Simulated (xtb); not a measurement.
H3N, charge +1, doublet, at a GFN2-xTB geometry (a state made from the parent by changing its charge; the spin is typed, not shown lowest), atoms displaced at random by about 0.05 Å a coordinate; xtb with GFN2-xTB.

Input for xtb:
```
$ xtb mol.xyz --gfn 2 --chrg 1 --uhf 1 --opt sloppy --json

# file mol.xyz
4

N     -0.02307294    -0.03444493     0.02228051
H     -0.61012036    -0.82773239    -0.02321719
H     -0.43352278     0.91561124    -0.04050327
H      0.97440830    -0.17131747     0.01316825
```

### Question
Predict the main parts of the log of this xtb run.

### Answer

```
   ID    Z sym.   atoms
    1    7 N      1
    2    1 H      2-4

           -------------------------------------------------
          |                Calculation Setup                |
           -------------------------------------------------

           -------------------------------------------------
          |                 G F N 2 - x T B                 |
           -------------------------------------------------

          ...................................................
          :                      SETUP                      :
          :.................................................:
          :  # basis functions                   7          :
          :  # atomic orbitals                   7          :
          :  # shells                            5          :
          :  # electrons                         7          :
          :  max. iterations                   250          :
          :  Hamiltonian                  GFN2-xTB          :
          :  restarted?                      false          :
          :  GBSA solvation                  false          :
          :  PC potential                    false          :
          :  electronic temp.          300.0000000     K    :
          :  accuracy                    1.0000000          :
          :  -> integral cutoff          0.2500000E+02      :
          :  -> integral neglect         0.1000000E-07      :
          :  -> SCF convergence          0.1000000E-05 Eh   :
          :  -> wf. convergence          0.1000000E-03 e    :
          :  Broyden damping             0.4000000          :
          :  net charge                          1          :
          :  unpaired electrons                  1          :
          ...................................................

 iter      E             dE          RMSdq      gap      omega  full diag
   1     -3.8701536 -0.387015E+01  0.651E+00   10.99       0.0  T
   2     -3.8944450 -0.242914E-01  0.335E+00   12.38       1.0  T
   3     -3.8963505 -0.190549E-02  0.112E+00   13.10       1.0  T
   4     -3.8964403 -0.898111E-04  0.135E-01   13.13       1.0  T
   5     -3.8964347  0.552764E-05  0.923E-02   13.07       1.0  T
   6     -3.8964441 -0.940948E-05  0.147E-03   13.11      34.0  T
   7     -3.8964441 -0.517671E-09  0.904E-04   13.11      55.3  T
   8     -3.8964441 -0.539537E-09  0.281E-05   13.11    1779.5  T

   *** convergence criteria satisfied after 8 iterations ***

[...]
         :: total energy              -3.839032580625 Eh    ::
 * total energy  :    -3.8390326 Eh     change       -0.3992362E-12 Eh
 * total energy  :    -3.8374291 Eh     change        0.1603460E-02 Eh
 * total energy  :    -3.8405429 Eh     change       -0.3113761E-02 Eh
 * total energy  :    -3.8407802 Eh     change       -0.2373048E-03 Eh
 * total energy  :    -3.8407946 Eh     change       -0.1441990E-04 Eh
   *** GEOMETRY OPTIMIZATION CONVERGED AFTER 5 ITERATIONS ***
         :: total energy              -3.840794606684 Eh    ::
[...]
         4        1.0000           -0.8001858             -21.7742 (HOMO)
         5                         -0.3393899              -9.2353 (LUMO)
         6                         -0.1008864              -2.7453
         7                         -0.0975502              -2.6545
      -------------------------------------------------------------
                  HL-Gap            0.4607960 Eh           12.5389 eV
             Fermi-level           -0.6976994 Eh          -18.9854 eV

     #   Z          covCN         q      C6AA      α(0)
     1   7 N        2.577    -0.039    22.009     6.967
     2   1 H        0.859     0.346     0.591     1.205
     3   1 H        0.859     0.346     0.590     1.203
     4   1 H        0.859     0.346     0.591     1.204

 Mol. C6AA /au·bohr⁶  :         48.810649
 Mol. C8AA /au·bohr⁸  :        900.662700
 Mol. α(0) /au        :         10.579704

Wiberg/Mayer (AO) data.
largest (>0.10) Wiberg bond orders for each atom

 ---------------------------------------------------------------------------
     #   Z sym  total        # sym  WBO       # sym  WBO       # sym  WBO
 ---------------------------------------------------------------------------
     1   7 N    2.639 --     2 H    0.880     4 H    0.880     3 H    0.879
     2   1 H    0.880 --     1 N    0.880
     3   1 H    0.880 --     1 N    0.879
     4   1 H    0.880 --     1 N    0.880
 ---------------------------------------------------------------------------

Topologies differ in total number of bonds
Writing topology from bond orders to xtbtopo.mol

molecular dipole:
                 x           y           z       tot (Debye)
 q only:       -0.044      -0.056      -0.014
   full:       -0.044      -0.057      -0.014       0.186
molecular quadrupole (traceless):
                xx          xy          yy          xz          yz          zz
 q only:        0.973      -0.007       0.985       0.084      -0.037      -1.958
  q+dip:        1.421      -0.015       1.441       0.122      -0.054      -2.862
   full:        1.069      -0.012       1.085       0.092      -0.041      -2.154

optimized geometry written to: xtbopt.xyz

           -------------------------------------------------
          | TOTAL ENERGY               -3.840794606684 Eh   |
          | GRADIENT NORM               0.001124916448 Eh/α |
          | HOMO-LUMO GAP              12.538897045838 eV   |
           -------------------------------------------------
```
